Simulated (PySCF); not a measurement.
Hf(OH)4 (H4HfO4), SMILES [OH][Hf]([OH])([OH])[OH], multiplicity 1.

The structure is a stationary point at B3LYP-D3(BJ)/def2-SVP. The spin state was assumed, not searched. The isomer is the one that the SMILES or the coordinates give; other isomers of the formula were not compared. The def2 effective core potentials stand for the cores of Hf; spin–orbit coupling is left out. Other conformers were not sampled.

These are B3LYP-D3(BJ)/def2-SVP (PySCF) values and carry that method's errors.

Frequencies are harmonic and unscaled.

Modes within 1.5 cm⁻¹ of each other (mostly degenerate sets) share a row, with their intensities summed.

Computed vibrational spectrum:
```json
[
 {"mode": "1–6", "ν (cm⁻¹)": "163", "IR (km/mol)": "105.6", "moving atoms (share of kinetic energy)": "O 47 %, H 41 %, Hf 12 %"},
 {"mode": "7–8", "ν (cm⁻¹)": "176", "IR (km/mol)": "0.0", "moving atoms (share of kinetic energy)": "O 92 %, H 8 %"},
 {"mode": "9–10", "ν (cm⁻¹)": "249", "IR (km/mol)": "0.0", "moving atoms (share of kinetic energy)": "H 92 %, O 8 %"},
 {"mode": "11–13", "ν (cm⁻¹)": "273", "IR (km/mol)": "1292.8", "moving atoms (share of kinetic energy)": "H 58 %, O 39 %"},
 {"mode": "14–16", "ν (cm⁻¹)": "682", "IR (km/mol)": "528.8", "moving atoms (share of kinetic energy)": "O 82 %, Hf 13 %"},
 {"mode": "17", "ν (cm⁻¹)": "715", "IR (km/mol)": "0.0", "moving atoms (share of kinetic energy)": "O 94 %"},
 {"mode": "18–20", "ν (cm⁻¹)": "4003", "IR (km/mol)": "901.8", "moving atoms (share of kinetic energy)": "H 94 %"},
 {"mode": "21", "ν (cm⁻¹)": "4009", "IR (km/mol)": "0.0", "moving atoms (share of kinetic energy)": "H 94 %"}
]
```
